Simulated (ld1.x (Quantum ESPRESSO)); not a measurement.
**What one change does to a pseudopotential (chlorine, ultrasoft)**

```
Element                 : Cl (Z = 17)
Generator               : ld1.x (Quantum ESPRESSO) 7.5
Type                    : ultrasoft
Functional              : PBE
Relativity              : scalar-relativistic
Frozen core             : [Ne]
Valence charge          : 7
Reference configuration : 3s2 3p5
Partial waves           : 3s (bound): rcut 1.20, rcutus 1.40 bohr; 3s channel at 1.4 Ry: rcut 1.20, rcutus 1.40 bohr; 3p (bound): rcut 0.95, rcutus 1.00 bohr; 3p channel at -0.1 Ry: rcut 0.95, rcutus 1.00 bohr; 3d channel at 0.2 Ry: rcut 1.15, rcutus 1.40 bohr; 3d channel at 0.65 Ry: rcut 1.15, rcutus 1.40 bohr
Local potential         : all-electron potential smoothed inside 1.15 bohr (lloc = -1)
Core correction         : a·sin(br)/r model core, default radius (core density twice the valence density)
Augmentation charge     : built from norm-conserving waves at rcut, not smoothed further
```

Change: functional revPBE; removed wave 3d channel at 0.65 Ry: rcut 1.15, rcutus 1.40 bohr.

Cutoffs: the cutoffs (Ry, on a coarse ladder) from which the occupation-weighted sum of valence levels, in a spherical-Bessel basis at the reference potential, stays within 10 and 1 mRy of its value at 400 Ry; they do not see the model core or the augmentation charge, which bear on the density cutoff. Errors are all-electron minus pseudo energies relative to the spin-unpolarised reference configuration.

Task: What does the change do?

Result: The potential gets neither clearly harder nor softer (55 Ry and 90 Ry → 55 Ry and 90 Ry); both files keep a bound ghost (p); the errors of the 7 common tests hardly move.

```csv
quantity,base,changed
"cutoff, loose",55 Ry,55 Ry
"cutoff, tight",90 Ry,90 Ry
bound ghosts,p,p
"error for 3s2 3p4, meV [ΔE 13.88 → 13.85 eV]",-0.3,-0.3
"error for 3s2 3p3, meV [ΔE 39.32 → 39.27 eV]",+3.5,+3.4
"error for 3s2 3p2, meV [ΔE 77.63 → 77.55 eV]",+20,+19
"error for 3s1 3p6, meV [ΔE 12.15 → 12.17 eV]",+1.6,+1.5
"error for 3s2 3p1, meV [ΔE 129.87 → 129.77 eV]",+62,+59
"error for 3s2 3p4.5, meV [ΔE 5.58 → 5.57 eV]",-0.3,-0.3
"error for 3s1 3p5, meV [ΔE 26.58 → 26.57 eV]",+2.2,+1.9
s: phases at 1.55 bohr within 0.05 rad from the reference energy up to (Ry; the scan ends near 5),to the end of the scan,to the end of the scan
p: phases at 1.55 bohr within 0.05 rad from the reference energy up to (Ry; the scan ends near 5),to the end of the scan,to the end of the scan
d: phases at 1.55 bohr within 0.05 rad from the reference energy up to (Ry; the scan ends near 5),to the end of the scan,to the end of the scan
lowest overlap eigenvalue by channel,"s 0.36, p 0.68, d 0.94","s 0.37, p 0.68, d 1.00"
```

 A true bound ghost makes a file unfit for plane-wave use even where its test errors are small: the radial tests pick states by their node count and pass the ghost by.
